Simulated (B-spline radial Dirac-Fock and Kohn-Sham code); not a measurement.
**Co 2p1/2: cross section and angular parameters**

System: the free cobalt atom, [Ar] 3d7 4s2; threshold 793.2 eV (tabulated edge). Model: Dirac-Hartree-Slater photoionisation with a Latter tail; cross sections with all multipoles, angular parameters from the dipole term and its interference with E2. Program: an atomic code on a B-spline grid.

```csv
hν (eV),σ (kb),β,γ,δ
859,339,0.929,-0.106,0.008
907,299,1.103,-0.109,0.008
1210,147,1.413,0.057,0.018
1486.9,86.2,1.452,0.213,0.024
2000,38.2,1.428,0.439,0.034
3580,6.87,1.252,0.857,0.067
4290,3.93,1.177,0.977,0.082
4570,3.22,1.150,1.017,0.089
5170,?,?,?,?
5414.7,1.88,1.073,1.119,0.108
5640,1.65,1.055,1.142,0.113
5810,1.50,1.041,1.159,0.117
7170,0.752,0.942,1.275,0.147
7210,0.739,0.939,1.278,0.148
8047.8,0.513,0.888,1.336,0.166
8080,0.506,0.886,1.338,0.167
9251.7,0.321,0.822,1.405,0.191
12000,0.132,0.704,1.527,0.245
13500,0.0875,0.653,1.581,0.273
```

Q: Give the values at 5170 eV.

A: σ = 2.18 kb, β = 1.095, γ = 1.092, δ = 0.103.

Values without a named source are computed, but for edge energies of neutral atoms, which are taken from tables.
